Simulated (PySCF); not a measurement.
C₄H₈BN, SMILES C=C1CNB1C. Geometry optimised at PBE-D3(BJ)/def2-SVP. The structure was generated by enumeration, and PubChem lists no compound with its InChIKey, so it may never have been made.

Q: Give the equilibrium geometry at PBE-D3(BJ)/def2-SVP (PySCF confirms it by a frequency run) as bond lengths and angles, and its point group. (Estimate from the structure and the level; the computed values follow.)

A: point group Cs.
Atoms: C1 C2 C3 N4 B5 C6 H7 H8 H9 H10 H11 H12 H13 H14. Bonded distances (Å): C1–C2 1.343, C1–H7 1.103, C1–H8 1.105, C2–C3 1.538, C2–B5 1.592, C3–N4 1.474, C3–H9 1.115, C3–H10 1.115, N4–B5 1.421, N4–H11 1.021, B5–C6 1.569, C6–H12 1.111, C6–H13 1.109, C6–H14 1.111. Angles (°): C2–C1–H7 121.0, C2–C1–H8 122.5, H7–C1–H8 116.5, C1–C2–C3 130.9, C1–C2–B5 142.5, C3–C2–B5 86.6, C2–C3–N4 89.0, C2–C3–H9 115.0, C2–C3–H10 115.0, N4–C3–H9 114.3, N4–C3–H10 114.3, H9–C3–H10 108.4, C3–N4–B5 95.7, C3–N4–H11 125.9, B5–N4–H11 138.4, C2–B5–N4 88.7, C2–B5–C6 138.6, N4–B5–C6 132.7, B5–C6–H12 110.4, B5–C6–H13 113.7, B5–C6–H14 110.4, H12–C6–H13 108.1, H12–C6–H14 105.8, H13–C6–H14 108.1.
